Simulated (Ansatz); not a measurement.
`[AlH2][CH2]C[TeH]` + HI → `[AlH2][CH2]CI` + H₂Te  (substitution at a C–Te bond)

Program: Ansatz. Geometries: PBE0-D4/def2-TZVP. ΔE: electronic, gas phase. CBS: MP2 limit from def2 TZ/QZ plus the TZ coupled-cluster correction, frozen cores. DFT in def2-TZVPP. B3LYP here is the variant with VWN-RPA as its local correlation; programs differ in this. def2 core potentials past Kr. For I, Te outer-core shells are correlated without core-valence functions, which leaves a few kJ/mol of doubt a bond. Each species was taken in one conformer, which may not be the lowest.

| level | ΔE (kJ/mol) | difference from CCSD(T)/CBS |
| --- | --- | --- |
| PBE-D4 | -1.3 | -2.4 |
| r2SCAN-D4 | -2.6 | -3.7 |
| PBE0-D4 | -0.4 | -1.5 |
| B3LYP-D4 | -1.0 | -2.1 |
| ωB97X-V | -0.2 | -1.3 |
| ωB97M-V | -0.2 | -1.3 |
| PBE | -3.0 | -4.1 |
| r2SCAN | -3.1 | -4.2 |
| PBE0 | -1.9 | -3.0 |
| B3LYP | -3.8 | -4.9 |
| HF/def2-TZVPP | -4.2 | -5.3 |
| SCS-MP2/def2-TZVPP | 1.3 | 0.2 |
| CCSD(T)/def2-TZVPP | 1.4 | 0.3 |
| MP2/def2-QZVPP | 2.3 | 1.2 |
| SCS-MP2/def2-QZVPP | 1.3 | 0.2 |
| MP2/CBS(def2) | 2.0 | 0.9 |
| CCSD(T)/CBS | 1.1 | 0 |

Largest T1 diagnostic among the species: 0.010.

In def2-TZVPP, CCSD(T) changes the Hartree–Fock value by +5.5 kJ/mol (the triples alone add −0.1 kJ/mol) and MP2 by +6.5 kJ/mol.
